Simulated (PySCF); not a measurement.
formyl cation (CHO), SMILES C#[O+], charge +1. Atoms are numbered in the order given.

```xyz
3

C      0.0000     0.0000     0.5157
O      0.0000     0.0000    -0.5883
H      0.0000     0.0000     1.6126
```
Charge +1, spin multiplicity 1.

Geometry: r2SCAN-D4/def2-TZVPD.

Two levels are set side by side: PBE/pcJ-2 (PySCF) and PBE0/pcJ-2 (PySCF). One-bond couplings, all four terms, same geometry. Isotopes: 13C, 17O, 1H. Differences are taken from unrounded values.

| quantity | PBE |
|---|---|
| ¹J(C1,H3) (Hz) | 362.7 |

### Question
These are the PBE values. What does PBE0 give? (An estimate is asked for; the answer gives what the named calculation found.)

### Answer

| quantity | PBE0 | PBE minus PBE0 |
|---|---|---|
| ¹J(C1,H3) (Hz) | 370.3 | -7.5 |

Rough cost on one machine, each run with all the roots and properties that it gave: PBE0 against PBE about 2 times.
